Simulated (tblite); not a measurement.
C5H5N2Si (doublet state).
Structure used (GFN2-xTB), in Å, numbered top down from 1:
```xyz
13
C5H5N2Si angstrom
C      2.714    0.697    0.338
C      1.888   -0.176    0.451
Si     0.590   -1.407    0.813
C     -1.105   -0.791    0.086
C     -0.959   -0.817   -1.339
N     -0.799   -0.826   -2.475
N     -1.398    0.468    0.690
C     -1.178    1.557    0.108
H      3.443    1.442    0.195
H      0.875   -2.777    0.403
H     -1.887   -1.498    0.387
H     -1.400    2.465    0.649
H     -0.787    1.663   -0.907
```

Method: GFN2-xTB as coded in tblite; computed harmonic values from a numerical Hessian at the method's own geometry, unscaled. The method is semi-empirical: single wavenumbers can be off by several per cent or more. Modes of hydrogen on silicon can be 10 to 20 % off. One conformer, not necessarily the lowest. Open shells enter through the occupations alone, without spin polarisation, and single modes of such species can be off by tens of per cent.

Harmonic wavenumbers (cm⁻¹): 34.0, 58.3, 106.7, 120.6, 157.5, 197.2, 225.2, 275.9, 371.7, 404.3, 453.4, 584.5, 600.8, 624.5, 627.3, 683.0, 708.3, 777.8, 947.8, 965.2, 1027.2, 1073.1, 1149.5, 1247.5, 1424.0, 1727.3, 2140.6, 2311.1, 2362.0, 2910.1, 2915.1, 3079.0, 3357.8.

A = 2135, B = 1373, C = 1250 MHz; mass 121.022 u (most abundant isotopes); point group C1, symmetry number 1; spin multiplicity 2.

Question: What is the zero-point energy?

Answer: Half the sum of the wavenumbers: 17824 cm⁻¹ = 50.96 kcal/mol.

Question: Entropy at 273.15 K, 1 bar (ideal gas, RRHO, classical rotation)?

Answer: Translation 39.88, rotation 28.60, vibration 28.24, spin (R ln 2) 1.38: S = 98.1 cal/(mol K).

Question: And Cp and H(273.15 K) − H(0)?

Answer: Cp = 34.13 cal/(mol K), of which vibrations give 26.18 (their classical limit is 33 R = 65.6); H(273.15 K) − H(0) = 6.08 kcal/mol without the zero-point energy, 3.91 from vibrations.

Question: Blend soft modes into free rotors: weight 1/[1 + (100 cm⁻¹/ν̃)⁴] for the oscillator and the rest for a rotor with moment μB/(μ + B), μ = h/(8π²ν), B = 10⁻⁴⁴ kg m². What vibrational entropy results?

Answer: 25.47 cal/(mol K) in place of 28.24, which changes −T·S at 273.15 K by +0.76 kcal/mol.

Question: Which modes carry the vibrational entropy at 273.15 K?

Answer: 34.0 cm⁻¹: 5.41; 58.3 cm⁻¹: 4.34; 106.7 cm⁻¹: 3.16; 120.6 cm⁻¹: 2.92; 157.5 cm⁻¹: 2.41; 197.2 cm⁻¹: 2.00 cal/(mol K); the other 27 give 8.00 together.

Hindered rotation and anharmonicity are outside this model. Other conformers, if any are populated, would add a mixing term that is left out. The structure is chiral; the term R ln 2 for an equal mix with its mirror image is left out.

On one thread of an Arm Neoverse V1, no GPU, on a shared host, this took 0.45 s wall. The figure is for the frequency step alone.
